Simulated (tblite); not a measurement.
C8H9 (doublet state).
Structure used (GFN2-xTB), in Å, numbered top down from 1:
```xyz
17
C8H9 angstrom
C     -2.0696    0.4332   -0.6493
C     -0.6409    0.2570   -0.2206
C      0.3013    1.3511   -0.1525
C      1.5259    0.7348    0.2925
C      1.1928   -0.4575    1.1959
C      1.5848   -0.7066   -0.2250
C      0.1268   -1.0281   -0.5713
C     -0.2656   -0.7790    0.8511
H     -2.5850    1.1226    0.0178
H     -2.1146    0.8333   -1.6612
H     -2.5917   -0.5204   -0.6305
H      0.1241    2.3793   -0.3817
H      2.4388    1.2861    0.4465
H      1.7009   -0.6807    2.1165
H      2.4617   -1.1670   -0.6427
H     -0.2200   -1.7627   -1.2753
H     -0.9765   -1.2835    1.4799
```

Method: GFN2-xTB as coded in tblite; computed harmonic values from a numerical Hessian at the method's own geometry, unscaled. Against measured fundamentals such values can be off by several per cent, at times by over 20. Open shells enter through the occupations alone, without spin polarisation, and single modes of such species can be off by tens of per cent.

How many normal modes are there?

17 atoms, non-linear: 3N − 6 = 45.

What is the point group of the computed structure, and how do the modes divide by symmetry?

Cs. The vibrations span 26 a′ + 19 a″.

How many distinct wavenumbers does the calculation give?

45: Cs has no degenerate species.

How many fundamentals are allowed in the infrared by symmetry?

45 of 45: in Cs every mode is allowed. All fundamentals are allowed in the Raman spectrum.

How far is the lowest real mode excited at 298.15 K, as a harmonic oscillator?

137.7 cm⁻¹ is a vibrational temperature θ of 198 K. The population of v = 1 over v = 0 is exp(−θ/T) = 0.51, and the mean quantum number is 1.1.
